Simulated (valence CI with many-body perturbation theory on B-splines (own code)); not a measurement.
**Energy levels of Sb37+**

Calculated by valence CI with perturbative core correlation (CI+MBPT): four valence electrons over a frozen Dirac-Fock core [Ne], a basis of 11 s, 11 p, 10 d, 8 f, 5 g, 2 h functions for each j, with the one-electron correlation potential Σ1, the two-electron term Σ2, the three-electron term Σ3, Breit, model QED; selected CI, second order for the rest, scaled by the run's own slope (own B-spline code, finite nucleus).

The last digits are not significant, and no measured levels were compared; by estimate large intervals hold to a few tenths of a per cent, small ones and those within an open d or f shell to about a per cent. Among the levels kept, up to 680 cm⁻¹ of a level comes from second order outside the variational space, and about a tenth of that is noise between levels of different J, which matters for small intervals.

Levels 91 to 135 of 175, with energies above the lowest level, (3s^2 3p1/2^2) J=0. "Leading %" is the weight of the configuration and term that name the level; weights of strongly mixed levels are sums over their largest components and can fall short. In the jj column 3d3/2^4 stands for four electrons in 3d with j = 3/2. Lifetimes count E1, E2, E3, M1 and M2 decay at the calculated energies, and are blank where another channel may lead or the interval is too uncertain; long ones can be off by a factor of two.

```csv
No.,Configuration,Term,J,E (Ry),Leading %,Lifetime,Second component,g,Leading jj
91,3s2.3d2,1G,4,33.619,40,3.15 ps,27 % 3s.3p2.3d 1G,1.072,3s 3p3/2^2 3d5/2 (48 %)
92,3s.3p2.3d,1D,2,33.767,53,3.82 ps,24 % 3s.3p2.3d 3D,1.069,3s 3p3/2^2 3d5/2 (76 %)
93,3p3.3d,3P°,0,33.942,45,8.78 ps,28 % 3p3.3d 5D°,,3p1/2^2 3p3/2 3d3/2 (84 %)
94,3p3.3d,3F°,3,34.000,28,7.39 ps,19 % 3p3.3d 5D°,1.143,3p1/2^2 3p3/2 3d3/2 (74 %)
95,3s.3p2.3d,1F,3,34.151,46,2.10 ps,30 % 3s.3p2.3d 3D,1.141,3s 3p3/2^2 3d5/2 (67 %)
96,3p3.3d,5D°,1,34.167,31,6.11 ps,24 % 3p3.3d 3P°,1.163,3p1/2^2 3p3/2 3d3/2 (86 %)
97,3s.3p2.3d,1D,2,34.379,21,2.03 ps,18 % 3s2.3d2 1D,1.200,3s 3p3/2^2 3d5/2 (44 %)
98,3s.3p2.3d,3P,1,34.515,45,1.91 ps,35 % 3s.3p2.3d 1P,1.197,3s 3p3/2^2 3d5/2 (80 %)
99,3s2.3d2,1S,0,34.636,61,2.25 ps,12 % 3s2.3d2 3P,,3s^2 3d5/2^2 (68 %)
100,3s.3p.3d2,5G°,2,34.965,71,11.7 ps,18 % 3s.3p.3d2 3F°,0.471,3s 3p1/2 3d3/2^2 (82 %)
101,3p3.3d,3F°,4,34.986,38,7.53 ps,30 % 3p3.3d 5D°,1.262,3p1/2^2 3p3/2 3d5/2 (88 %)
102,3p3.3d,3D°,2,35.168,34,6.52 ps,21 % 3p3.3d 5D°,1.285,3p1/2^2 3p3/2 3d5/2 (74 %)
103,3s.3p2.3d,1D,2,35.245,54,1.70 ps,18 % 3s.3p2.3d 3P,1.077,3s 3p3/2^2 3d5/2 (77 %)
104,3s.3p.3d2,5G°,3,35.440,51,12.8 ps,17 % 3s.3p.3d2 3F°,0.989,3s 3p1/2 3d3/2^2 (54 %)
105,3p3.3d,3G°,3,35.733,19,7.29 ps,12 % 3p3.3d 3D°,1.056,3p1/2^2 3p3/2 3d5/2 (52 %)
106,3p4,3P,0,36.273,28,1.31 ps,22 % 3p4 1S,,3p3/2^4 (50 %)
107,3p3.3d,3D°,1,36.321,22,6.99 ps,19 % 3p3.3d 3P°,1.109,3p1/2^2 3p3/2 3d5/2 (59 %)
108,3s.3p.3d2,5G°,3,36.427,20,10.8 ps,13 % 3s.3p.3d2 5F°,1.162,3s 3p1/2 3d3/2 3d5/2 (67 %)
109,3s.3p.3d2,5G°,4,36.459,63,14.4 ps,13 % 3s.3p.3d2 5F°,1.164,3s 3p1/2 3d3/2 3d5/2 (83 %)
110,3s.3p.3d2,5F°,2,36.531,17,8.79 ps,12 % 3s.3p.3d2 3F°,1.086,3s 3p1/2 3d3/2 3d5/2 (69 %)
111,3s.3p.3d2,5D°,0,36.540,65,3.63 ps,16 % 3s.3p.3d2 3P°,,3s 3p1/2 3d3/2^2 (68 %)
112,3s.3p.3d2,5F°,1,36.702,43,4.06 ps,21 % 3s.3p.3d2 3D°,0.526,3s 3p1/2 3d3/2^2 (41 %)
113,3s.3p.3d2,5D°,1,36.958,57,3.97 ps,7 % 3s.3p.3d2 3P°,1.308,3s 3p1/2 3d3/2^2 (62 %)
114,3p3.3d,5D°,0,36.975,31,8.40 ps,22 % 3p3.3d 1S°,,3p1/2 3p3/2^2 3d3/2 (43 %)
115,3s.3p.3d2,5P°,1,37.068,28,3.60 ps,14 % 3s.3p.3d2 5F°,1.350,3s 3p1/2 3d3/2^2 (32 %)
116,3s.3p.3d2,5F°,2,37.085,26,2.48 ps,15 % 3p3.3d 5D°,1.120,3s 3p1/2 3d3/2^2 (52 %)
117,3s.3p.3d2,5P°,1,37.124,25,5.15 ps,18 % 3p3.3d 5D°,1.504,3s 3p1/2 3d3/2 3d5/2 (45 %)
118,3s.3p.3d2,3H°,4,37.216,18,10.9 ps,13 % 3p3.3d 3F°,1.094,3s 3p1/2 3d3/2 3d5/2 (52 %)
119,3s.3p.3d2,3G°,5,37.246,36,12.2 ps,29 % 3s.3p.3d2 5G°,1.217,3s 3p1/2 3d3/2 3d5/2 (69 %)
120,3s.3p.3d2,5D°,2,37.274,37,5.43 ps,17 % 3s.3p.3d2 5P°,1.404,3s 3p1/2 3d3/2 3d5/2 (64 %)
121,3s.3p.3d2,3G°,3,37.287,14,6.03 ps,14 % 3p3.3d 3F°,1.160,3s 3p1/2 3d3/2 3d5/2 (61 %)
122,3s.3p.3d2,5D°,4,37.893,36,6.58 ps,16 % 3s.3p.3d2 5F°,1.283,3s 3p1/2 3d5/2^2 (69 %)
123,3s.3p.3d2,5F°,3,37.986,26,3.83 ps,18 % 3s.3p.3d2 5D°,1.338,3s 3p1/2 3d3/2 3d5/2 (49 %)
124,3p3.3d,3F°,4,38.098,24,4.93 ps,16 % 3s.3p.3d2 3F°,1.268,3s 3p1/2 3d3/2 3d5/2 (46 %)
125,3p3.3d,5D°,3,38.152,26,3.53 ps,17 % 3s.3p.3d2 5D°,1.347,3s 3p1/2 3d3/2 3d5/2 (45 %)
126,3p3.3d,3F°,2,38.218,37,4.51 ps,14 % 3s.3p.3d2 1D°,0.934,3p1/2 3p3/2^2 3d3/2 (48 %)
127,3s.3p.3d2,3P°,2,38.331,15,3.00 ps,12 % 3s.3p.3d2 5D°,1.245,3s 3p1/2 3d3/2 3d5/2 (59 %)
128,3s.3p.3d2,5G°,5,38.395,30,13.2 ps,23 % 3p3.3d 3G°,1.200,3s 3p1/2 3d5/2^2 (52 %)
129,3s.3p.3d2,5P°,2,38.498,34,3.14 ps,21 % 3s.3p.3d2 5S°,1.673,3s 3p1/2 3d3/2 3d5/2 (47 %)
130,3p3.3d,1P°,1,38.519,13,2.65 ps,12 % 3p3.3d 3S°,1.327,3s 3p1/2 3d3/2 3d5/2 (39 %)
131,3s.3p.3d2,3G°,3,38.526,25,4.35 ps,21 % 3p3.3d 3D°,1.022,3p1/2 3p3/2^2 3d3/2 (36 %)
132,3s.3p.3d2,3F°,2,38.640,34,5.10 ps,10 % 3s.3p.3d2 5D°,1.007,3s 3p1/2 3d5/2^2 (59 %)
133,3s.3p.3d2,3H°,4,38.641,32,6.05 ps,24 % 3p3.3d 5D°,1.098,3p1/2 3p3/2^2 3d5/2 (46 %)
134,3s.3p.3d2,3G°,3,38.819,25,3.90 ps,15 % 3p3.3d 3D°,1.073,3s 3p1/2 3d3/2 3d5/2 (35 %)
135,3p3.3d,1G°,4,38.882,49,4.77 ps,19 % 3p3.3d 3G°,0.992,3p1/2 3p3/2^2 3d3/2 (58 %)
```

Where two levels of one J and parity lie close, their mixing, g and order are uncertain.
